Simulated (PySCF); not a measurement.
**Spinor energies of Tl⁵⁸⁺ (thallium, charge +58)**

Start: [Ar] 3d5; 3d3/2 filled at m_j = -3/2, -1/2, +1/2, +3/2; 3d5/2 filled at m_j = +5/2. Calculated with PySCF 2.14 in an even-tempered Gaussian basis (15 s from 18 bohr⁻², ratio 2.8; 13 p from 23 bohr⁻², ratio 2.8; 8 d from 23 bohr⁻², ratio 2.8; 3 f from 76 bohr⁻², ratio 3): generalised Hartree-Fock with the X2C-1e Hamiltonian and a Gaussian nucleus; one run each with spin-orbit coupling (SO) switched off, then screened by Boettger's factors.

```tsv
spinor shell	electrons	ε, spin-free (eV)	ε, screened SO (eV)	weight of nominal j (screened SO)	rms radius, screened SO (bohr)
1s1/2	2	-89985.6	-89943.1	1.000	0.0184
2s1/2	2	-19332.6	-19315.9	1.000	0.0739
2p1/2	2	-17196.7	-18711.3	1.000	0.0625
2p3/2	4	-17196.7	-16599.0	1.000	0.0704
3s1/2	2	-7226.5	-7221.3	1.000	0.183
3p1/2	2	-6590.3	-6981.9	1.000	0.174
3p3/2	4	-6590.3	-6431.9	1.000	0.189
3d3/2	4	-6047.6	-6093.6	0.997	0.162
3d5/2	1	-6047.6	-5976.6	1.000	0.165
```

```tsv
quantity	spin-free	screened SO
E (hartree)	-17022.46811	-17062.52569
M_J	5/2	5/2
⟨J²⟩	8.750	8.753
⟨L²⟩	0.000	6.793
⟨S²⟩	8.750	2.693
```

Each row is a mean over spinors that exchange with the open shell spreads, by up to 33.337 eV (3p3/2).

Breit and QED terms are absent; they matter most for the inner s and p1/2 levels.

Densities and radii are taken from the X2C orbitals without a picture-change correction, which distorts them close to the nucleus.

Without spin-orbit coupling the j labels of p, d and f shells carry no meaning; the spin-free column gives the mean over the occupied spinors of each nl shell.
